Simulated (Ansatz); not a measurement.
The same path of F₃GeH (5 atoms, charge 0, multiplicity 1) was run twice with different band settings. Lost on the way: Ge1–H2. Made: H2–F3.

Theory: RKS PBE-D4/def2-SVP (Ansatz 0.2.0).

Relaxed end points:

```xyz
5
Properties=species:S:1:pos:R:3
Ge 0.235 0.000 0.257
H 0.180 0.000 1.788
F 1.863 0.000 -0.341
F -0.542 1.389 -0.429
F -0.542 -1.389 -0.429
```

```xyz
5
Properties=species:S:1:pos:R:3
Ge -0.582 -0.609 0.743
H 1.110 0.801 0.252
F 1.629 0.036 0.579
F -0.413 1.138 0.125
F -0.551 -1.365 -0.854
```

Common settings: spring 5.0 eV/Å²; optimiser quadratic models (default); start path through a guess of the saddle point; force threshold 0.05 eV/Å; iteration limit 60; end points relaxed.

| run | movable images | climbing image |
| --- | --- | --- |
| 1 | 9 | yes |
| 2 | 6 | no |

(1) What does each run give, and how far can it be trusted?

Answers

(1) Run 1: converged after 11 iterations, highest image 2.037 eV above the first end. A vibrational analysis at the climbing image gives one clearly imaginary mode, 1114i cm⁻¹: a first-order saddle point.
Run 2: converged after 12 iterations, highest image 2.017 eV above the first end. Neighbouring images differ by up to 1.4 eV, so the band resolves the path poorly. No image climbed, so the highest image needn't sit at the top of the path.
The orbitals stay closed-shell, which can raise the energy where a bond breaks towards radicals; this wasn't checked here.
